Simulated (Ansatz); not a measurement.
ZrAg₄⁺. Charge 1, multiplicity 2. Geometry r2SCAN-D4/def2-SVP, basis def2-TZVP, Ansatz.

```xyz
5

Zr   -0.195   -0.294    1.112
Ag   -1.367   -2.250   -0.222
Ag    0.752    1.238   -1.038
Ag   -1.498    1.996    0.193
Ag    2.309   -0.690   -0.044
```

```tsv
run	HOMO (eV)	LUMO (eV)
A	-11.09	-4.53
B	-9.01	-7.25
C	-8.71	-7.72
D	-8.44	-7.87
E	-8.54	-8.02
F	-9.38	-6.86
```

In the def2 sets Ag, Zr take a core potential; there is no spin–orbit coupling. LC-ωPBE has ω = 0.4 bohr⁻¹. HSE06 is defined as in plane-wave codes, on full-range PBE exchange. Another isomer (doublet) lies 0.23 eV lower at PBE0-D4/def2-TZVP; other spin states weren't run for this one.

HOMO and LUMO are taken over both spins.

Q: The runs used HSE06, LC-ωPBE, PBE, PBE0, r2SCAN, revPBE. Estimate which is which.

A: A LC-ωPBE (range-separated); B HSE06 (range-separated); C r2SCAN (0 % exact exchange); D revPBE (0 % exact exchange); E PBE (0 % exact exchange); F PBE0 (25 % exact exchange). Exact exchange lowers occupied and raises empty levels; among semilocal functionals meta-GGAs tend to open the gap a little, and such runs are hard to tell apart. The gap grows from 0.52 eV (PBE) to 6.56 eV (LC-ωPBE).
